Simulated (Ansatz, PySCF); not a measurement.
Caution: the restricted solution is unstable towards spin-unrestricted or complex orbitals, so a lower solution exists and this singlet may not be the ground state. This singlet lies 0.46 eV below the relaxed triplet at the level frozen-core CCSD(T)/cc-pVTZ // PBE0-D3(BJ)/def2-TZVP (Ansatz, a first-principles code); other levels give the other order.

Cartesian coordinates (Å):
SMILES: [C]([SiH3])O
```xyz
7

O      1.7623    -0.1124    -0.1070
C      0.6823    -0.8203     0.0633
Si    -0.9054     0.2540     0.0284
H      2.5357    -0.6990    -0.0813
H     -1.5658    -0.0122     1.3341
H     -1.7333    -0.3372    -1.0565
H     -0.7759     1.7271    -0.1810
```
Charge 0, spin multiplicity 1.

What total energy, HOMO–LUMO gap, HOMO, LUMO and dipole moment does PBE0-D3(BJ)/def2-TZVP run with PySCF 2.14.0 give?


```yaml
total_energy: -11018.08 eV
HOMO–LUMO gap: 3.93 eV
HOMO: -5.84 eV
LUMO: -1.91 eV
dipole_moment: 1.81 D
```
